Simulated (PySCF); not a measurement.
## How methods differ on the ionisation energy of Ir(65+)

Ir(65+) [Ne] 3s2 (1S) → Ir(66+) [Ne] 3s1 (2S), as a difference of total energies. Calculation: PySCF 2.14, in an even-tempered Gaussian basis (17 s from 20 bohr⁻², ratio 2.5; 12 p from 26 bohr⁻², ratio 2.5; 4 d from 92 bohr⁻², ratio 2.7; 4 f from 140 bohr⁻², ratio 2.7); scalar relativity by spin-free X2C-1e. Correlated levels: outer shells: 1s2 frozen; virtual orbitals above 40 to 60 times the deepest correlated orbital energy dropped. The calculations carry no spin-orbit coupling.

```tsv
method	ionisation energy (eV)
UHF	7715.5
MP2 (outer shells)	7718.8
SCS-MP2 (outer shells)	7719.2
CCSD (outer shells)	7719.1
CCSD(T) (outer shells)	7719.2
```

**Question.** How much does correlation contribute at CCSD(T) (outer shells)?

**Answer.** 7719.2 − (7715.5) = 3.7 eV, measured against UHF.

Breit and QED terms and the two-electron picture change are absent.

For comparison: 7710 ± 30 eV (theoretical estimate listed by NIST; NIST Atomic Spectra Database, ionization energies).
